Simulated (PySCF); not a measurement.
## Dipole response of O⁻ (oxygen, charge -1)

[He] 2s2 2p5, 2P determinant. All numbers are calculated (PySCF 2.14, no relativity, point nucleus, in aug-cc-pVQZ (6s5p4d3f2g, 80 functions)). Coupled (time-dependent) response in atomic units; α is the mean over directions.

| method | mean α (bohr³) | α xx, yy, zz | C₆ (like pair) | S(−4) |
| --- | --- | --- | --- | --- |
| UHF | 13.98 | 9.919, 16.01, 16.01 | 65.50 | 131.1 |

S(−4) is the Cauchy moment in α(ω) = α(0) + S(−4) ω² + …

α(iu) at UHF:

| u (hartree) | α(iu) (bohr³) |
| --- | --- |
| 0 | 13.98 |
| 0.0500 | 13.67 |
| 0.100 | 12.87 |
| 0.200 | 10.82 |
| 0.300 | 8.974 |
| 0.500 | 6.298 |
| 0.750 | 4.240 |
| 1.00 | 3.012 |
| 1.50 | 1.735 |
| 2.00 | 1.129 |
| 3.00 | 0.5898 |
| 5.00 | 0.2460 |

A single London oscillator, α(iu) = α/(1 + u²/ω²), gives C₆ = (3/4) ω α². Matching the computed C₆ needs ω = 4 × 65.50 / (3 × 13.98²) = 0.447 hartree.

For an ion, C₆ is the dispersion term alone; charge-induced terms of lower order in 1/R come first.

The components differ because the open shell of this determinant is not spherical; for a pure term their mean is the scalar polarisability.
